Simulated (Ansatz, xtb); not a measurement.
**Two isomers of C2H8OSi3**

Structure a is `C#C[Si@@H]([SiH3])[SiH2]O`, a singlet and structure b is `C#C[SiH2][SiH2][SiH2]O`, a singlet. Both are isolated molecules in the gas phase, relaxed with PBE0-D3(BJ)/def2-SVP, each in the lowest conformer that the search found.

a (Å):

```xyz
14

C    -2.7834   -0.9981   -0.3894
C    -2.0173   -0.5239    0.4322
O     1.0077   -1.2219   -0.7515
Si   -0.7364    0.1050    1.5995
Si   -0.5054   -1.4882    3.3043
Si    1.1571    0.1417    0.2014
H    -3.4808   -1.4057   -1.1003
H    -1.1572    1.4354    2.1368
H     0.5424   -1.0400    4.2728
H    -0.0770   -2.7790    2.6849
H    -1.7944   -1.6905    4.0329
H     2.4380    0.0255    0.9535
H     1.1817    1.4079   -0.5970
H     0.0964   -1.4310   -0.9910
```

b (Å):

| atom | x (Å) | y (Å) | z (Å) |
| --- | --- | --- | --- |
| C | 2.9568 | 1.5082 | -1.2189 |
| C | 2.0753 | 1.9374 | -0.4947 |
| O | 2.2824 | -1.1245 | 0.7125 |
| Si | 0.7317 | 2.5594 | 0.6101 |
| Si | -0.3324 | 0.6772 | 1.5272 |
| Si | 1.3981 | -0.8140 | 2.0892 |
| H | 3.7373 | 1.1482 | -1.8670 |
| H | 1.3705 | 3.3764 | 1.6853 |
| H | -0.1711 | 3.4309 | -0.1985 |
| H | -1.2288 | 0.0890 | 0.4828 |
| H | -1.1592 | 1.1058 | 2.6999 |
| H | 0.8798 | -2.1192 | 2.5871 |
| H | 2.2127 | -0.1802 | 3.1767 |
| H | 2.4711 | -0.3508 | 0.1631 |

Question: Estimate E(b) − E(a) at the level CCSD(T)/def2-SVP + ΔMP2/def2-TZVPP.

Answer: Calculated at CCSD(T)/def2-SVP + ΔMP2/def2-TZVPP: E(b) − E(a) = −0.077 eV, so structure b lies lower.

Level by level:

```
                             level              geometry  E(b) − E(a) (eV)  departure from the last row (eV)  job, with rough time for the two
              PBE0-D3(BJ)/def2-SVP  PBE0-D3(BJ)/def2-SVP              −0.086                            −0.009                optimisation, 98 s
                       HF/def2-SVP  PBE0-D3(BJ)/def2-SVP              −0.032                            +0.045           part of the CCSD(T) run
                      MP2/def2-SVP  PBE0-D3(BJ)/def2-SVP              −0.064                            +0.013           part of the CCSD(T) run
                  CCSD(T)/def2-SVP  PBE0-D3(BJ)/def2-SVP              −0.065                            +0.011                      single point
CCSD(T)/def2-SVP + ΔMP2/def2-TZVPP  PBE0-D3(BJ)/def2-SVP              −0.077                                                  single point, 47 s
```

As drawn, both hold the same kinds of bond in the same numbers.

None of the levels shown reverses the order. The largest departure from CCSD(T)/def2-SVP + ΔMP2/def2-TZVPP is that of HF/def2-SVP, 0.045 eV. Levels run at GFN2-xTB geometries aren't shown. The last row adds to CCSD(T) the change of the MP2 difference between the two basis sets, here −0.011 eV.

With thermal terms from frequencies at re-optimised GFN2-xTB minima (ideal gas, soft modes damped towards free rotors, one conformer each, 298.15 K, 1 atm): the zero-point term adds +0.007 eV; ΔH is −0.086 and ΔG −0.035 eV.

The correlated steps freeze 18 core orbitals. Mirror images aren't counted in ΔG. Programs: Ansatz 0.2.0, xtb 6.7.1; the last row on 2 threads of Intel(R) Xeon(R) 6975P-C (Granite Rapids) on a shared host.
